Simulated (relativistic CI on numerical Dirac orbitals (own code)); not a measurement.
## d5 in a ligand field

Computed with a parametric ligand-field model of a d^n configuration (Racah B and C, spin-orbit zeta, crystal field), exact diagonalisation.

Field parameters in Wybourne normalisation: Oh B⁴₀ = 21Dq, B⁴₄ = √(5/14) B⁴₀; Td as Oh with Dq negative (B⁴₀ = 21Dq, B⁴₄ = √(5/14) B⁴₀). The field is a parameter set, without covalency.

(1) Lowest levels for B = 830, C = 3110, ζ = 160 cm⁻¹, Oh, 10Dq = 23300 cm⁻¹?

(2) Lowest levels for B = 840, C = 3340, ζ = 740 cm⁻¹, Oh, 10Dq = 35000 cm⁻¹?

(3) Lowest levels for B = 540, C = 1960, ζ = 810 cm⁻¹, Oh, 10Dq = 14600 cm⁻¹?

(4) Lowest levels for B = 420, C = 1830, ζ = 130 cm⁻¹, Td, 10Dq = -10750 cm⁻¹?

(5) Lowest levels for B = 1010, C = 4810, ζ = 130 cm⁻¹, Td, 10Dq = -7600 cm⁻¹?

Answers

(1) Γ7 0 (S 0.50), Γ8 284 (S 0.50), Γ7+Γ8 5586 (S 2.50), Γ8 8729 (S 1.51), Γ7 8736 (S 1.51), Γ8 8759 (S 1.50), Γ6 8787 (S 1.50), Γ6 14710 (S 1.50), Γ8 14711 (S 1.50) cm⁻¹, with S from ⟨S²⟩ = S(S + 1). The ground level has 0.06 electrons in the cubic e pair.

(2) Γ7 0 (S 0.51), Γ8 1310 (S 0.50), Γ8 19579 (S 1.52), Γ7 19662 (S 1.52), Γ8 19973 (S 1.50), Γ6 20131 (S 1.50), Γ6 26084 (S 1.50), Γ8 26105 (S 1.50), Γ8 26278 (S 1.50) cm⁻¹, with S from ⟨S²⟩ = S(S + 1). The ground level has 0.04 electrons in the cubic e pair.

(3) Γ7 0 (S 0.59), Γ8 1542 (S 0.58), Γ8 3870 (S 2.35), Γ7 3913 (S 2.37), Γ8 6597 (S 1.51), Γ6 6782 (S 1.50), Γ8 6933 (S 1.66), Γ7 7111 (S 1.64), Γ6 10332 (S 1.49) cm⁻¹, with S from ⟨S²⟩ = S(S + 1). The ground level has 0.12 electrons in the cubic e pair; its S is far from a half-integer, so spin-orbit coupling mixes spin states.

(4) Γ7+Γ8 0 (S 2.50), Γ8 1631 (S 0.51), Γ7 1847 (S 0.51), Γ6 4086 (S 1.50), Γ8 4108 (S 1.50), Γ8 4158 (S 1.50), Γ7 4171 (S 1.50), Γ7 7036 (S 1.50), Γ8 7048 (S 1.50) cm⁻¹, with S from ⟨S²⟩ = S(S + 1). The ground level has 2.00 electrons in the cubic e pair.

(5) Γ7+Γ8 0 (S 2.50), Γ6 29551 (S 1.50), Γ8 29563 (S 1.50), Γ7 29584 (S 1.50), Γ8 29585 (S 1.50), Γ6 32831 (S 1.50), Γ8 32832 (S 1.50), Γ8 32867 (S 1.50), Γ7 32889 (S 1.50) cm⁻¹, with S from ⟨S²⟩ = S(S + 1). The ground level has 2.00 electrons in the cubic e pair.
